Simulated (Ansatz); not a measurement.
Geometry optimisation, RKS PBE0/def2-mTZVP in Ansatz 0.2.0.

The input (input.yaml):

```yaml
crystal:
  periodic: [false, false, false]
  atoms:
    - { symbol: Si, position_ang: [-0.7919, 1.4189, 0.091] }
    - { symbol: B, position_ang: [-0.8575, -0.3056, -0.7214] }
    - { symbol: C, position_ang: [0.4305, -1.1824, -0.7264] }
    - { symbol: In, position_ang: [1.4158, -0.5525, 1.0587] }
    - { symbol: H, position_ang: [0.4861, 1.7257, 0.6409] }
    - { symbol: H, position_ang: [-1.1383, 2.4845, -0.9533] }
    - { symbol: H, position_ang: [-1.8327, 1.5298, 1.141] }
    - { symbol: H, position_ang: [-1.7853, -0.6756, -1.2768] }
    - { symbol: H, position_ang: [-1.21105, -1.02255, 0.13293] }
    - { symbol: H, position_ang: [0.265, -2.1431, -0.1715] }
    - { symbol: H, position_ang: [0.7155, -0.7168, 2.293] }
    - { symbol: H, position_ang: [2.3846, -0.2706, 0.3732] }
basis:
  gaussian: { orbitals: def2-mTZVP }
hamiltonian:
  xc: pbe0
relax:
  f_tol: 0.02
  max_steps: 50
```

Launched with:

```bash
$ ansatz run input.yaml --threads 2 --pin off --max-ram 3072MiB --backend cpu --events-out ev --progress --plain --runs-dir out
```

**Question.** Where does it end, and by what steps?

**Answer.** It converged. The force dipped under the threshold on the way, but the program's further checks kept it going. After 27 steps the energy has fallen by 9.340 eV; H8 moved furthest, 1.67 Å. The start is strongly strained (largest force component 16 eV/Å), so its close contacts needn't be bonds. Parted: B2–H9 (1.17 → 2.27 Å). Joined: C3–H9 (1.86 → 1.09 Å).

```json
{"step": "0", "energy less start (eV)": "0.0000", "largest force component (eV/Å)": "15.860", "accepted": "yes"}
{"step": "1", "energy less start (eV)": "-3.9844", "largest force component (eV/Å)": "6.242", "accepted": "yes"}
{"step": "2", "energy less start (eV)": "-6.3485", "largest force component (eV/Å)": "2.638", "accepted": "yes"}
{"step": "3", "energy less start (eV)": "-7.6755", "largest force component (eV/Å)": "1.523", "accepted": "yes"}
{"step": "4", "energy less start (eV)": "-7.9971", "largest force component (eV/Å)": "3.386", "accepted": "yes"}
{"step": "5", "energy less start (eV)": "-8.4615", "largest force component (eV/Å)": "0.703", "accepted": "yes"}
{"step": "6", "energy less start (eV)": "-8.4321", "largest force component (eV/Å)": "1.465", "accepted": "no"}
{"step": "7", "energy less start (eV)": "-8.5765", "largest force component (eV/Å)": "0.299", "accepted": "yes"}
{"step": "8", "energy less start (eV)": "-8.6428", "largest force component (eV/Å)": "0.343", "accepted": "yes"}
{"step": "9", "energy less start (eV)": "-8.7408", "largest force component (eV/Å)": "0.425", "accepted": "yes"}
{"step": "10", "energy less start (eV)": "-8.8362", "largest force component (eV/Å)": "0.641", "accepted": "yes"}
{"step": "11", "energy less start (eV)": "-8.9233", "largest force component (eV/Å)": "0.650", "accepted": "yes"}
{"step": "12", "energy less start (eV)": "-9.0070", "largest force component (eV/Å)": "0.481", "accepted": "yes"}
{"step": "13", "energy less start (eV)": "-9.0727", "largest force component (eV/Å)": "0.608", "accepted": "yes"}
{"step": "14", "energy less start (eV)": "-9.1565", "largest force component (eV/Å)": "0.726", "accepted": "yes"}
{"step": "15", "energy less start (eV)": "-9.2163", "largest force component (eV/Å)": "0.616", "accepted": "yes"}
{"step": "16", "energy less start (eV)": "-9.2832", "largest force component (eV/Å)": "0.507", "accepted": "yes"}
{"step": "17", "energy less start (eV)": "-9.3182", "largest force component (eV/Å)": "0.517", "accepted": "yes"}
{"step": "18", "energy less start (eV)": "-9.3267", "largest force component (eV/Å)": "0.376", "accepted": "yes"}
{"step": "19", "energy less start (eV)": "-9.3313", "largest force component (eV/Å)": "0.374", "accepted": "yes"}
{"step": "20", "energy less start (eV)": "-9.3322", "largest force component (eV/Å)": "0.359", "accepted": "yes"}
{"step": "21", "energy less start (eV)": "-9.3368", "largest force component (eV/Å)": "0.072", "accepted": "yes"}
{"step": "22", "energy less start (eV)": "-9.3377", "largest force component (eV/Å)": "0.026", "accepted": "yes"}
{"step": "23", "energy less start (eV)": "-9.3389", "largest force component (eV/Å)": "0.016", "accepted": "yes"}
{"step": "24", "energy less start (eV)": "-9.3395", "largest force component (eV/Å)": "0.027", "accepted": "yes"}
{"step": "25", "energy less start (eV)": "-9.3397", "largest force component (eV/Å)": "0.022", "accepted": "yes"}
{"step": "26", "energy less start (eV)": "-9.3395", "largest force component (eV/Å)": "0.027", "accepted": "no"}
{"step": "27", "energy less start (eV)": "-9.3397", "largest force component (eV/Å)": "0.007", "accepted": "yes"}
```

```xyz
12
Properties=species:S:1:pos:R:3
Si -1.042 1.488 0.028
B -0.694 -0.296 -0.863
C -0.618 -1.488 0.020
In 1.325 -0.446 0.762
H 0.151 1.649 0.988
H -0.992 2.723 -0.798
H -2.211 1.553 0.951
H -0.315 -0.337 -1.999
H -1.119 -1.544 0.986
H -0.379 -2.476 -0.377
H 1.418 -0.685 2.463
H 2.557 0.148 -0.278
```

Whether the end is a true minimum wasn't checked by a vibrational analysis.

Run time: 48 s on 2 threads of AMD EPYC 9R45 96-Core Processor (Zen 5), on a shared host, peak memory 0.32 GiB.
